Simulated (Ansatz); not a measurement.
[RuNF4]- (RuNF₄⁻). Charge -1, multiplicity 1. Geometry r2SCAN-D4/def2-SVPD; atoms count from 1.

```xyz
6

Ru   -0.029    0.010   -0.116
N    -0.406    0.148   -1.648
F     0.633    1.713    0.469
F     1.807   -0.540   -0.022
F    -0.416   -1.792    0.414
F    -1.589    0.461    0.904
```

In the def2 sets Ru takes a core potential; there is no spin–orbit coupling.

Q: Estimate the Mulliken populations from the PBE0/def2-TZVPD orbitals of Ansatz.

A: 
| atom | charge (e) | d electrons |
| --- | --- | --- |
| Ru1 | 2.09 | 5.69 |
| N2 | -0.47 | – |
| F3 | -0.65 | – |
| F4 | -0.65 | – |
| F5 | -0.65 | – |
| F6 | -0.65 | – |
Mulliken values and Mayer orders depend strongly on the basis. With diffuse functions, as here, like atoms can get unlike values, and bond orders can come out too low or too high.

Q: And the Mayer bond orders between bonded heavy atoms (over 0.3)?

A: Ru1–N2 2.37 (1.58 Å); Ru1–F3 0.44 (1.92 Å); Ru1–F4 0.44 (1.92 Å); Ru1–F5 0.44 (1.92 Å); Ru1–F6 0.44 (1.92 Å).
